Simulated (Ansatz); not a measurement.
`CB(F)C=O` + SiH₄ → `O=CB(F)[SiH3]` + CH₄  (formal exchange of groups at a B–C bond)

Gas-phase electronic energies from Ansatz, PBE0-D4/def2-TZVP geometries. CCSD(T)/CBS is the MP2 limit (def2-TZVPP, def2-QZVPP) plus CCSD(T) − MP2 in def2-TZVPP, frozen cores. This one scheme is used for every species. Functionals use def2-TZVPP. B3LYP here is the variant with VWN-RPA as its local correlation; programs differ in this. One conformer a species, not always the lowest.

`CB(F)C=O`:

Cartesian coordinates in Å:
```
C 0.105 -0.861 0.905
B 0.178 -0.233 -0.512
F 0.630 -0.914 -1.547
C -0.280 1.288 -0.812
O -0.275 1.761 -1.922
H 0.355 -1.922 0.929
H -0.888 -0.713 1.345
H 0.794 -0.326 1.571
H -0.619 1.920 0.044
```

SiH₄:

```xyz
5

Si    0.000    0.000    0.000
H     0.060    0.636   -1.340
H     1.351    0.012    0.614
H    -0.468   -1.402   -0.138
H    -0.943    0.754    0.864
```

`O=CB(F)[SiH3]`:

Cartesian coordinates in Å:
```
O 2.182 0.085 -0.020
C 1.478 -0.254 0.902
B -0.125 -0.230 0.756
F -0.814 -0.550 1.837
Si -1.011 0.283 -1.003
H 1.944 -0.579 1.862
H -2.491 0.176 -0.911
H -0.521 -0.616 -2.081
H -0.643 1.684 -1.341
```

CH₄:

```xyz
5

C     0.000    0.000    0.000
H    -0.626    0.680   -0.577
H     0.717   -0.484   -0.663
H    -0.625   -0.757    0.473
H     0.534    0.561    0.766
```

```
        species  B3LYP energy (Eh)
     `CB(F)C=O`         -278.70167
           SiH₄         -291.91715
`O=CB(F)[SiH3]`         -530.06859
            CH₄          -40.53912
```

Work out ΔE.

ΔE = (-530.06859) + (-40.53912) − (-278.70167) − (-291.91715) = 0.01111 Eh = +7.0 kcal/mol. CCSD(T)/CBS gives +6.5 kcal/mol.

Largest T1 diagnostic among the species: 0.015.

Leaving LDA and LC-ωPBE aside and taking each functional with its dispersion term where it has one, the values, not all of them listed here, spread over 2.6 kcal/mol, from PBE-D4 to ωB97M-V. LDA lies +1.5 kcal/mol from PBE without D4. From BLYP to BHLYP (50 % exact exchange), in def2-TZVPP and without D4, ΔE moves by +1.8 kcal/mol. In def2-TZVPP, CCSD(T) changes the Hartree–Fock value by −1.9 kcal/mol (the triples alone add −0.4 kcal/mol) and MP2 by −0.8 kcal/mol.
